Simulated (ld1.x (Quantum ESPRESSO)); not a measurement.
**An all-electron radial function and its pseudo partner (thulium (Tm))**

Columns: radius, all-electron u(r) and pseudo u(r) of the 6s shell (level -4.75 eV) of thulium in the configuration [Kr] 4d10 4f13 5s2 5p6 5d0 6s1 6p1; PBE, scalar-relativistic, ultrasoft scheme, ld1.x (Quantum ESPRESSO) 7.5.

| r (bohr) | all-electron | pseudo |
| --- | --- | --- |
| 0.239 | 0.0171 | 0.4054 |
| 0.478 | -0.1119 | 0.6977 |
| 0.717 | 0.1552 | 0.8050 |
| 0.956 | 0.2582 | 0.7199 |
| 1.195 | 0.1862 | 0.4945 |
| 1.434 | 0.0365 | 0.2120 |
| 1.673 | -0.1252 | -0.0501 |
| 1.912 | -0.2678 | -0.2484 |
| 2.151 | -0.3807 | -0.3793 |
| 2.390 | -0.4629 | -0.4630 |
| 2.629 | -0.5179 | -0.5179 |
| 2.868 | -0.5504 | -0.5504 |
| 3.107 | -0.5652 | -0.5652 |
| 3.346 | -0.5665 | -0.5665 |
| 3.585 | -0.5574 | -0.5574 |
| 3.824 | -0.5404 | -0.5404 |
| 4.063 | -0.5173 | -0.5173 |
| 4.302 | -0.4899 | -0.4899 |
| 4.541 | -0.4599 | -0.4599 |
| 4.780 | -0.4283 | -0.4283 |
| 5.019 | -0.3961 | -0.3961 |
| 5.258 | -0.3642 | -0.3642 |
| 5.497 | -0.3330 | -0.3330 |
| 5.736 | -0.3031 | -0.3031 |
| 5.975 | -0.2748 | -0.2748 |
| 6.214 | -0.2482 | -0.2482 |

Question: How many radial nodes do the two functions have?

Answer: The all-electron 6s function has n − l − 1 = 5 (the table is too coarse to show those close to the nucleus); the pseudo-wave has 1, since 1 lower shell of the same l stays in the valence.

Question: At about which radius was the pseudo-wave matched?

Answer: 2.52 bohr, where the columns begin to agree (steps of 0.24 bohr).

Question: Is the pseudo-wave norm-conserving?

Answer: No, it belongs to an ultrasoft set: the norm inside the radius is not constrained, and the difference is carried by the augmentation charge.
